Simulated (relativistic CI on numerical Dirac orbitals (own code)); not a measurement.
Slater and spin-orbit integrals, Xe XXXIII

Method of calculation: Dirac-Coulomb-Breit CI, KLI orbitals optimised for each configuration, a model potential for QED, unscaled Slater integrals (own radial code, finite nucleus).

Slater integrals F^k, G^k are unscaled and averaged over j, outside the closed core [Ne]; ζ comes from projecting the Hamiltonian with its Breit term on Σ l·s of the shell.

- 3s2.3p6.3d4: F^2(3d,3d) = 402480, F^4(3d,3d) = 259580, ζ(3d) = 50006 cm⁻¹; <r>(3d) = 0.253, <r^2>(3d) = 0.07439 (bohr units).
- 3s2.3p5.3d5: ζ(3p) = 383100, F^2(3d,3d) = 401620, F^4(3d,3d) = 259000, F^2(3p,3d) = 351670, G^1(3p,3d) = 380170, G^3(3p,3d) = 252330, ζ(3d) = 49399 cm⁻¹; <r>(3p) = 0.2825, <r^2>(3p) = 0.09221, <r>(3d) = 0.2535, <r^2>(3d) = 0.07468 (bohr units).
- 3s.3p6.3d5: F^2(3d,3d) = 401310, F^4(3d,3d) = 258790, G^2(3s,3d) = 286840, ζ(3d) = 49724 cm⁻¹; <r>(3s) = 0.2887, <r^2>(3s) = 0.09499, <r>(3d) = 0.2537, <r^2>(3d) = 0.0748 (bohr units).

Task: Give the Racah parameters of the d shell in 3s2.3p6.3d4.

Result: B = F²/49 − 5F⁴/441 = 5271 cm⁻¹ and C = 35F⁴/441 = 20601 cm⁻¹.

Averages of the first 10 configurations, taken without configuration mixing, which lowers the lowest level and can move excited configurations by several eV; other configurations of the list can lie among them:

```tsv
Configuration	Parity	States	Average energy above the lowest level (eV)
3s2.3p6.3d4	even	210	44.9
3s2.3p5.3d5	odd	1512	284.1
3s.3p6.3d5	even	504	471.5
3s2.3p6.3d3.4s	even	240	853.4
3s2.3p6.3d3.4p	odd	720	922.1
3s2.3p6.3d3.4d	even	1200	1013.3
3s2.3p5.3d4.4s	odd	2520	1085.8
3s2.3p6.3d3.4f	odd	1680	1093.7
3s.3p6.3d4.4s	even	840	1274.7
3s2.3p6.3d2.4s.4p	odd	540	1753.8
```
